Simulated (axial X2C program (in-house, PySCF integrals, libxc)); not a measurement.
# Which molecule has these constants?

Calculated with an in-house relativistic program for diatomic molecules, spin-free (one-electron X2C) or two-component (2c: spin–orbit coupling with atomic mean-field Coulomb and Gaunt terms, which also bring small scalar terms), in Dyall basis sets with cores contracted in-house; open shells are unrestricted.

A two-component PBE0 calculation in a Dyall 3-zeta basis gave Re = 2.498 Å, ωe = 244.3 cm⁻¹, De = 1.08 eV, dipole magnitude 4.11 D, Ω = 1.

Problem. Which molecule is it?
A. KSb
B. CrSb
C. SbBr
D. NiSb
E. MnSb

Solution. E. The others have CrSb 2.730 Å and 203.6 cm⁻¹ (Ω = 7/2); NiSb 2.390 Å and 251.6 cm⁻¹ (Ω = 7/2); KSb 3.308 Å and 146.3 cm⁻¹ (Ω = 1); SbBr 2.490 Å and 259.5 cm⁻¹ (Ω = 1).

Each entry is the lowest single determinant of a limited PBE0 search at one distance. De goes to single-determinant-based atoms at the same level (for ions the charge split of lowest energy) and is withheld (n/a) where an atom does not fit its ground term or J level. Main or longest-lived isotopes. One determinant is a doubtful description, or other states lie close, for MnSb, CrSb, NiSb, KSb, SbBr; these need not be ground states, and all values refer to the states named. Some open-shell Ω = 0 determinants are out of reach, so the Ω given for MnSb, KSb, SbBr need not be the lowest component. With several unpaired electrons the Ω given is that of one determinant, not necessarily of the lowest component. The functionals have no current term, which raises determinants with orbital currents. Where the atoms have a lower orbital projection than the molecule, De at mean-field level may be about a tenth of an eV too small.
